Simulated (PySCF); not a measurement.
GaCl, SMILES [Cl][Ga] (connectivity only; charge and spin as stated), neutral, multiplicity 1. Atoms are numbered in the order given.

```xyz
2

Ga     0.0000     0.0000    -0.7916
Cl     0.0000     0.0000     1.4434
```

Geometry: PBE-D3(BJ)/def2-TZVP.

Computed with HF/pcSseg-2 in PySCF.

GIAO shieldings, no solvent; atoms alike by connectivity are averaged. δ = σ(ref) − σ: ³⁵Cl against HCl (σ = 947.2 ppm), references at their B3LYP-D3(BJ)/def2-TZVP geometries, non-relativistic (without spin–orbit terms, shifts of atoms bonded to Cl or Br come out too high).

Q: Estimate the chemical shifts. (The exact figures need the calculation; the answer reports its results.)

A: 
```csv
nucleus,atoms,count,δ (ppm)
³⁵Cl,Cl2,1,327.2
```
